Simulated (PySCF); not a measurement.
Level of theory: TPSSh-D3(BJ)/def2-TZVP // TPSS-D3(BJ)/def2-SVP run with PySCF. All species are isolated molecules in the gas phase. 

Reference species: [Mo(Cl)6] (neutral, multiplicity 1).

| Property | Result |
|---|---|
| coordination number | 6 |
| HOMO–LUMO gap | 2.27 eV |
| LUMO | -6.21 eV |
| mean distance from the central atom to its bonded neighbours | 2.314 Å |

After one change: the coordination number hardly moves; the HOMO–LUMO gap rises by 0.26 eV; the LUMO drops by 0.21 eV; the mean distance from the central atom to its bonded neighbours drops by 0.238 Å.

Q: What was changed between the two runs? The new species is one of these.
A. [Mo(Cl)3(F)3]
B. [Mo(Cl)5(F)]
C. [Mo(Cl)4(F)2]
D. [Mo(Cl)(F)5]

A: A, [Mo(Cl)3(F)3]
